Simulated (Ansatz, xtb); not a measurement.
# Two isomers of C8H6N+

Structure a is `c1cc(-[c+]2cc2)ccn1`, a singlet and structure b is `C#Cc1ccc([CH2+])cn1`, a singlet. Both are isolated ions in the gas phase, relaxed with PBE0-D3(BJ)/def2-SVP; the shapes shown needn't be the lowest conformers.

a (Å):

```yaml
atoms:
  - { symbol: C, position_ang: [0.6129, -0.1452, 1.7258] }
  - { symbol: C, position_ang: [0.6019, 0.6472, 0.5807] }
  - { symbol: C, position_ang: [-0.4114, 0.4090, -0.3650] }
  - { symbol: C, position_ang: [-0.4759, 1.1853, -1.5551] }
  - { symbol: C, position_ang: [-1.0757, 1.4969, -2.7610] }
  - { symbol: C, position_ang: [0.0143, 2.1903, -2.3678] }
  - { symbol: C, position_ang: [-1.3604, -0.6013, -0.1270] }
  - { symbol: C, position_ang: [-1.2450, -1.3272, 1.0557] }
  - { symbol: N, position_ang: [-0.2857, -1.1008, 1.9498] }
  - { symbol: H, position_ang: [1.3801, -0.0008, 2.4934] }
  - { symbol: H, position_ang: [1.3545, 1.4234, 0.4276] }
  - { symbol: H, position_ang: [-1.8568, 1.3229, -3.5036] }
  - { symbol: H, position_ang: [0.7444, 2.9776, -2.5654] }
  - { symbol: H, position_ang: [-2.1600, -0.8126, -0.8400] }
  - { symbol: H, position_ang: [-1.9579, -2.1246, 1.2894] }
```

b (Å):

```json
{"atom": "C", "x (Å)": "2.1790", "y (Å)": "-2.3067", "z (Å)": "0.8208"}
{"atom": "C", "x (Å)": "1.3629", "y (Å)": "-1.4611", "z (Å)": "0.5045"}
{"atom": "C", "x (Å)": "0.4213", "y (Å)": "-0.4869", "z (Å)": "0.1228"}
{"atom": "C", "x (Å)": "0.1625", "y (Å)": "-0.2583", "z (Å)": "-1.2616"}
{"atom": "C", "x (Å)": "-0.7582", "y (Å)": "0.6907", "z (Å)": "-1.6057"}
{"atom": "C", "x (Å)": "-1.4263", "y (Å)": "1.4197", "z (Å)": "-0.5621"}
{"atom": "C", "x (Å)": "-2.3608", "y (Å)": "2.3835", "z (Å)": "-0.8165"}
{"atom": "C", "x (Å)": "-1.0727", "y (Å)": "1.0949", "z (Å)": "0.8028"}
{"atom": "N", "x (Å)": "-0.1971", "y (Å)": "0.1908", "z (Å)": "1.1256"}
{"atom": "H", "x (Å)": "2.9015", "y (Å)": "-3.0547", "z (Å)": "1.1116"}
{"atom": "H", "x (Å)": "0.6995", "y (Å)": "-0.8410", "z (Å)": "-2.0114"}
{"atom": "H", "x (Å)": "-0.9910", "y (Å)": "0.9002", "z (Å)": "-2.6532"}
{"atom": "H", "x (Å)": "-2.8535", "y (Å)": "2.9223", "z (Å)": "-0.0003"}
{"atom": "H", "x (Å)": "-2.6465", "y (Å)": "2.6470", "z (Å)": "-1.8401"}
{"atom": "H", "x (Å)": "-1.5633", "y (Å)": "1.6342", "z (Å)": "1.6241"}
```

Quicker runs give these differences E(b) − E(a): GFN2-xTB +7.9 kJ/mol; HF/STO-3G +122.5 kJ/mol (at GFN2-xTB geometries); r2SCAN-D4/def2-SVP +73.4 kJ/mol (at GFN2-xTB geometries).

**Question.** Estimate E(b) − E(a) at the level CCSD(T)/def2-SVP + ΔMP2/def2-TZVPP.

**Answer.** Calculated at CCSD(T)/def2-SVP + ΔMP2/def2-TZVPP: E(b) − E(a) = +45.5 kJ/mol, so structure a lies lower.

Level by level:

```tsv
level	geometry	E(b) − E(a) (kJ/mol)	departure from the last row (kJ/mol)	job, with rough time for the two
GFN2-xTB	GFN2-xTB	+7.9	−37.6	optimisation, 0.42 s
HF/STO-3G	GFN2-xTB	+122.5	+77.0	single point, 0.5 s
r2SCAN-D4/def2-SVP	GFN2-xTB	+73.4	+27.9	single point, 4.8 s
PBE0-D3(BJ)/def2-SVP	PBE0-D3(BJ)/def2-SVP	+78.8	+33.3	optimisation, 54 s
HF/def2-SVP	PBE0-D3(BJ)/def2-SVP	+69.1	+23.6	part of the CCSD(T) run
MP2/def2-SVP	PBE0-D3(BJ)/def2-SVP	+69.2	+23.6	part of the CCSD(T) run
CCSD(T)/def2-SVP	PBE0-D3(BJ)/def2-SVP	+52.2	+6.7	single point
CCSD(T)/def2-SVP + ΔMP2/def2-TZVPP	PBE0-D3(BJ)/def2-SVP	+45.5		single point, 2.2 min
```

As drawn, b has 1 C≡C, 1 C–C in place of 3 C∷C (∷ is an aromatic bond). Structure a has a 3-membered ring and a 6-membered ring (with an aromatic ring), b a 6-membered ring (with an aromatic ring).

None of the levels shown reverses the order. The largest departure from CCSD(T)/def2-SVP + ΔMP2/def2-TZVPP is that of HF/STO-3G, 77.0 kJ/mol. The last row adds to CCSD(T) the change of the MP2 difference between the two basis sets, here −6.7 kJ/mol.

With thermal terms from frequencies at re-optimised GFN2-xTB minima (ideal gas, soft modes damped towards free rotors, one conformer each, 298.15 K, 1 atm): on the last row, ΔE + ΔZPE = +41.8, ΔH = +42.9, ΔG = +39.7 kJ/mol.

The correlated steps freeze 9 core orbitals. Programs: Ansatz 0.2.0, xtb 6.7.1; the last row on 4 threads of Arm Neoverse V1 on a shared host.
